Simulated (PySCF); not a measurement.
Charge on either side of a bond

Compound: C5H8O2Si.
SMILES with atom numbers: `[CH3:1][C:2]#[C:3][C:4](=[O:5])[CH2:6][SiH2:7][OH:8]` (hydrogens: H9, H10, H11 on C1; H12, H13 on C6; H14, H15 on Si7; H16 on O8)

Cartesian coordinates in Å at the GFN2-xTB level; atoms count from 1:
```xyz
16
C5H8O2Si angstrom
C      3.4625    0.7223   -0.0780
C      2.1036    0.3150   -0.3322
C      0.9657   -0.0331   -0.5182
C     -0.3788   -0.4470   -0.7881
O     -0.9359   -0.2002   -1.8474
C     -1.0642   -1.1238    0.3394
Si    -2.4618    0.0833    0.9044
O     -3.1913    0.6055   -0.4357
H      4.1215    0.2856   -0.8281
H      3.7796    0.3951    0.9119
H      3.5365    1.8078   -0.1376
H     -1.5590   -2.0216   -0.0275
H     -0.3775   -1.3871    1.1373
H     -3.4396   -0.6611    1.6868
H     -1.8432    1.1906    1.6335
H     -2.7256    0.4778   -1.2729
```

Atomic charges (e) from the PBE0/pcSseg-1 density (PySCF):

```tsv
atom	Mulliken	IAO	Hirshfeld	ESP-fitted
C1	-0.1896	-0.4402	-0.0878	-0.5758
C2	-0.2117	+0.0267	-0.0015	+0.3412
C3	+0.0485	-0.1201	-0.0697	-0.5996
C4	+0.1223	+0.3714	+0.1604	+0.9301
O5	-0.3964	-0.4311	-0.2208	-0.5581
C6	-0.5362	-0.6052	-0.1687	-0.8310
Si7	+0.8900	+1.0488	+0.4147	+0.8264
O8	-0.5563	-0.8030	-0.3159	-0.7053
H9	+0.1612	+0.1840	+0.0707	+0.1984
H10	+0.1548	+0.1770	+0.0658	+0.1913
H11	+0.1614	+0.1840	+0.0706	+0.2012
H12	+0.1792	+0.1801	+0.0573	+0.2175
H13	+0.1557	+0.1660	+0.0464	+0.2231
H14	-0.1255	-0.1449	-0.0775	-0.1402
H15	-0.1232	-0.1597	-0.0850	-0.1569
H16	+0.2658	+0.3662	+0.1411	+0.4379
```

Problem. Cut each of the bonds C1–C2, C2–C3, C3–C4, C4–C6, Si7–C6 and O8–Si7 in turn and sum the charges on the side of the atom named first.

Solution. In e; the other side holds the opposite charge:

```tsv
bond cut	piece	atoms	Mulliken	IAO	Hirshfeld	ESP-fitted
C1–C2	CH3	4	+0.288	+0.105	+0.119	+0.015
C2–C3	C2H3	5	+0.076	+0.132	+0.118	+0.356
C3–C4	C3H3	6	+0.125	+0.011	+0.048	-0.243
C4–C6	C4H3O	8	-0.149	-0.048	-0.012	+0.129
Si7–C6	SiOH3	5	+0.351	+0.307	+0.077	+0.262
O8–Si7	OH	2	-0.291	-0.437	-0.175	-0.267
```

Extremes among these pieces. Mulliken: lowest OH at O8, highest SiOH3 at Si7; IAO: lowest OH at O8, highest SiOH3 at Si7; Hirshfeld: lowest OH at O8, highest CH3 at C1; ESP-fitted: lowest OH at O8, highest C2H3 at C2.

Problem. Do the schemes agree better on the pieces than on the single atoms at the cuts?

Solution. The spread between schemes averages 0.289 e for the pieces and 0.603 e for the atoms named first; it is smaller for the piece at 6 of the 6 cuts. On average they agree better on the pieces. The sign differs between schemes (beyond ±0.03 e) for C3H3 at C3 and C4H3O at C4.

Geometry: GFN2-xTB, one conformer, isolated molecule.
